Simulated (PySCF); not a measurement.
## Electronic structure of Sc (scandium, neutral) at the PBE level

Configuration: [Ar] 4s2 4p1, 2P determinant (an excited configuration). Computed with PySCF 2.14 in aug-cc-pVTZ with one added diffuse shell each of s, p, d, f, g type (9s8p6d4f3g, 118 functions), with the non-relativistic Hamiltonian (point nucleus).

```
Total energy                                                  : -760.251 hartree
One-electron energy                                           : -1035.811 hartree
Hartree (Coulomb) energy                                      : 314.007 hartree
Exchange-correlation energy                                   : -38.447 hartree
Kinetic energy                                                : 759.32826 hartree
⟨S²⟩                                                          : 0.7589
⟨L²⟩                                                          : 2.058
Sum of ⟨r⟩                                                    : 22.76 bohr
Sum of ⟨r²⟩                                                   : 60.38 bohr²
Traceless quadrupole moment −½Σ⟨3z² − r²⟩ along its main axis : -8.62 e·bohr²
Density at the nucleus (Gaussians lack the cusp)              : 6140 bohr⁻³
Spin density at the nucleus                                   : -0.103 bohr⁻³
Langevin diamagnetic susceptibility                           : -47.8 ×10⁻⁶ cm³/mol
```

| shell | electrons | mean orbital energy (eV) | spread (eV) | rms radius, mean of both spins (bohr) |
| --- | --- | --- | --- | --- |
| 1s α | 1 | -4377.5 | 0 | 0.0852 |
| 1s β | 1 | -4377.5 | 0 | 0.0852 |
| 2s α | 1 | -476.94 | 0 | 0.376 |
| 2s β | 1 | -476.92 | 0 | 0.376 |
| 2p α | 3 | -395.06 | 0.022 | 0.343 |
| 2p β | 3 | -395.04 | 0.055 | 0.343 |
| 3s α | 1 | -60.582 | 0 | 1.15 |
| 3s β | 1 | -60.544 | 0 | 1.15 |
| 3p α | 3 | -39.477 | 0.169 | 1.24 |
| 3p β | 3 | -39.441 | 0.277 | 1.24 |
| 4s α | 1 | -5.938 | 0 | 3.61 |
| 4s β | 1 | -5.472 | 0 | 3.61 |
| 4p α | 1 | -2.779 | 0 | 4.63 |
